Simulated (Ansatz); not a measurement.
Calculated with Ansatz (gas phase, PBE0-D4/def2-TZVP geometries, no zero-point term in ΔE). CCSD(T)/CBS adds triple-zeta CCSD(T) − MP2 to the extrapolated MP2 energy (def2 sets, frozen cores). Functionals use def2-TZVPP. One conformer a species, not always the lowest.

Consider the formal exchange of groups at a B–C bond: `COCBF` + `C#[C][AlH][F]` → `F[BH][AlH][F]` + `C#CCOC`.

`COCBF`:

Z-matrix (Å, degrees):
```
C
O 1 1.400
H 1 1.090 2 107.7
H 1 1.100 2 111.4 3 119.4
H 1 1.100 2 112.0 3 -119.4
C 2 1.410 1 112.1 3 178.4
B 6 1.568 2 115.3 1 -74.3
H 6 1.100 2 106.8 1 166.9
H 6 1.105 2 111.3 1 53.1
F 7 1.325 6 118.1 2 179.7
H 7 1.199 6 124.5 2 -2.5
```

`C#[C][AlH][F]`:

```xyz
6

C     1.016    1.524   -0.257
C     0.357    0.523   -0.093
Al   -0.717   -1.010    0.194
F    -0.167   -2.447   -0.389
H     1.602    2.404   -0.405
H    -2.090   -0.994    0.949
```

`F[BH][AlH][F]`:

Cartesian coordinates in Å:
```
F 0.911 1.561 -1.128
B 0.685 0.280 -0.867
Al -0.664 -0.273 0.731
F 0.039 -0.802 2.134
H 1.277 -0.493 -1.580
H -2.248 -0.272 0.710
```

`C#CCOC`:

```xyz
11

C     1.592    2.391   -0.328
C     1.103    1.304   -0.194
C     0.541   -0.025   -0.032
O    -0.859    0.043    0.051
C    -1.427   -1.229    0.207
H     2.019    3.358   -0.448
H     0.848   -0.655   -0.882
H     0.960   -0.488    0.876
H    -1.192   -1.884   -0.643
H    -2.507   -1.097    0.264
H    -1.079   -1.717    1.128
```

Task: Is it downhill or uphill in electronic energy at CCSD(T)/CBS, and by how much? (An estimate is asked.)

Result: The calculation gave: Uphill: ΔE = +132.2 kJ/mol.

Task: What do these levels give: B2PLYP, r2SCAN, PBE0, HF/def2-TZVPP, SCS-MP2/def2-TZVPP, CCSD(T)/def2-TZVPP? (Estimate.)

Result: Ansatz gave: B2PLYP 132.0, r2SCAN 134.9, PBE0 121.0, HF/def2-TZVPP 134.0, SCS-MP2/def2-TZVPP 135.2, CCSD(T)/def2-TZVPP 132.8 kJ/mol.

Largest T1 diagnostic among the species: 0.014.

From PBE to PBE0 (25 % exact exchange), in def2-TZVPP and without D4, ΔE moves by +4.6 kJ/mol.
